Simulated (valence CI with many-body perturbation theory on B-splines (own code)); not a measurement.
# Ladder of approximations for Hg64+

Calculated by valence CI with perturbative core correlation (CI+MBPT): six valence electrons over a frozen Dirac-Fock core [Ne], radial functions for each j: 9 s, 9 p, 8 d, 6 f, 3 g, 1 h, with the one-electron correlation potential Σ1 (screened to all orders), the two-electron term Σ2, the three-electron term Σ3, Breit, model QED; selected single and double excitations, second order for the rest, scaled by the run's own slope (own B-spline code, finite nucleus).

The last digits are not significant, and no measured levels were compared; by estimate large intervals hold to a few tenths of a per cent, small ones and those within an open d or f shell to about a per cent. Among the levels kept, up to 1100 cm⁻¹ of a level comes from second order outside the variational space, and about a tenth of that is noise between levels of different J, which matters for small intervals.

Each rung adds one term. CI alone is the Dirac-Coulomb CI over the frozen core; QED comes last and gives the full result, which names the levels. Energies are above (3s^2 3p1/2^2 3p3/2^2) J=2 on the same rung, in Ry.

Levels are named by their leading jj configuration (3d3/2^4 stands for four electrons in 3d with j = 3/2), which in mixed levels can hold well under half, so a name can repeat and another be missing. Letters in brackets count levels of one name in rising energy.

| Level | CI alone | + Σ1 | + Σ2 | + Σ3 | + Breit | Full |
| --- | --- | --- | --- | --- | --- | --- |
| (3s^2 3p1/2^2 3p3/2^2) J=0 | 1.569 | 1.569 | 1.567 | 1.563 | 1.612 | 1.611 |
| (3s^2 3p1/2^2 3p3/2 3d3/2) J=2 | 19.308 | 19.288 | 19.258 | 19.241 | 19.185 | 19.094 |
| (3s^2 3p1/2^2 3p3/2 3d3/2) J=1 | 20.015 | 19.995 | 19.964 | 19.945 | 19.900 | 19.808 |
| (3s^2 3p1/2^2 3p3/2 3d3/2) J=0 | 19.968 | 19.948 | 19.923 | 19.904 | 19.914 | 19.822 |
| (3s^2 3p1/2^2 3p3/2 3d3/2) J=3 | 20.097 | 20.077 | 20.048 | 20.027 | 19.924 | 19.833 |
| (3s^2 3p1/2^2 3p3/2 3d5/2) J=4 | 28.333 | 28.328 | 28.302 | 28.281 | 27.967 | 27.898 |
| (3s^2 3p1/2^2 3p3/2 3d5/2) J=2 | 28.920 | 28.915 | 28.878 | 28.854 | 28.581 | 28.510 |
| (3s^2 3p1/2^2 3p3/2 3d5/2) J=3 | 30.454 | 30.448 | 30.394 | 30.359 | 30.065 | 29.995 |
| (3s^2 3p1/2^2 3p3/2 3d5/2) J=1 | 31.321 | 31.315 | 31.271 | 31.232 | 31.006 | 30.936 |
| (3s^2 3p1/2 3p3/2^3) J=1 | 37.663 | 37.680 | 37.699 | 37.698 | 37.292 | 37.326 |
| (3s^2 3p1/2 3p3/2^3) J=2 | 38.470 | 38.487 | 38.501 | 38.498 | 38.048 | 38.082 |
| (3s^2 3p1/2^2 3d3/2^2) J=2 | 39.444 | 39.405 | 39.349 | 39.310 | 39.198 | 39.015 |
| (3s^2 3p1/2^2 3d3/2^2) J=0 | 41.369 | 41.330 | 41.279 | 41.235 | 41.211 | 41.028 |
| (3s^2 3p1/2^2 3d3/2 3d5/2) J=3 | 48.847 | 48.821 | 48.755 | 48.710 | 48.366 | 48.204 |
| (3s^2 3p1/2^2 3d3/2 3d5/2) J=2 | 49.732 | 49.706 | 49.638 | 49.591 | 49.263 | 49.101 |
| (3s^2 3p1/2^2 3d3/2 3d5/2) J=4 | 50.220 | 50.195 | 50.129 | 50.079 | 49.650 | 49.488 |
| (3s^2 3p1/2^2 3d3/2 3d5/2) J=1 | 50.068 | 50.043 | 49.974 | 49.927 | 49.682 | 49.520 |
| (3s 3p1/2^2 3p3/2^3) J=2 | 53.113 | 53.109 | 53.103 | 53.114 | 52.987 | 52.638 |
| (3s 3p1/2^2 3p3/2^3) J=1 | 54.706 | 54.703 | 54.688 | 54.692 | 54.468 | 54.229 |
| (3s^2 3p1/2 3p3/2^2 3d3/2) J=2 [a] | 56.210 | 56.207 | 56.198 | 56.184 | 55.674 | 55.617 |
| (3s^2 3p1/2 3p3/2^2 3d3/2) J=0 | 56.315 | 56.313 | 56.305 | 56.291 | 55.801 | 55.744 |
| (3s^2 3p1/2 3p3/2^2 3d3/2) J=1 [a] | 56.461 | 56.459 | 56.442 | 56.430 | 56.002 | 55.892 |
| (3s^2 3p1/2 3p3/2^2 3d3/2) J=3 [a] | 56.922 | 56.920 | 56.910 | 56.893 | 56.320 | 56.264 |
| (3s^2 3p1/2 3p3/2^2 3d3/2) J=4 | 57.602 | 57.599 | 57.589 | 57.569 | 56.937 | 56.881 |
| (3s^2 3p1/2 3p3/2^2 3d3/2) J=2 [b] | 58.614 | 58.612 | 58.595 | 58.573 | 58.063 | 58.003 |
| (3s^2 3p1/2^2 3d5/2^2) J=4 | 58.992 | 58.980 | 58.904 | 58.851 | 58.256 | 58.114 |
| (3s^2 3p1/2^2 3d5/2^2) J=2 | 59.687 | 59.676 | 59.597 | 59.543 | 59.025 | 58.884 |
| (3s^2 3p1/2 3p3/2^2 3d3/2) J=3 [b] | 59.798 | 59.796 | 59.754 | 59.723 | 59.176 | 59.119 |
| (3s^2 3p1/2 3p3/2^2 3d3/2) J=2 [c] | 60.401 | 60.398 | 60.343 | 60.312 | 59.847 | 59.757 |
| (3s^2 3p1/2 3p3/2^2 3d3/2) J=1 [b] | 60.885 | 60.882 | 60.823 | 60.794 | 60.362 | 60.265 |
| (3s^2 3p1/2^2 3d5/2^2) J=0 | 61.691 | 61.680 | 61.615 | 61.558 | 61.151 | 61.009 |

(1) How does the ionisation energy move along the ladder, and which term matters most?

Results:

(1) CI alone 7221.1, + Σ1 7222.0, + Σ2 7222.3, + Σ3 7221.5, + Breit 7214.7, + QED 7213.9 eV. The largest step is Breit, -6.7 eV. NIST lists 7211 ± 24 eV (theoretical).
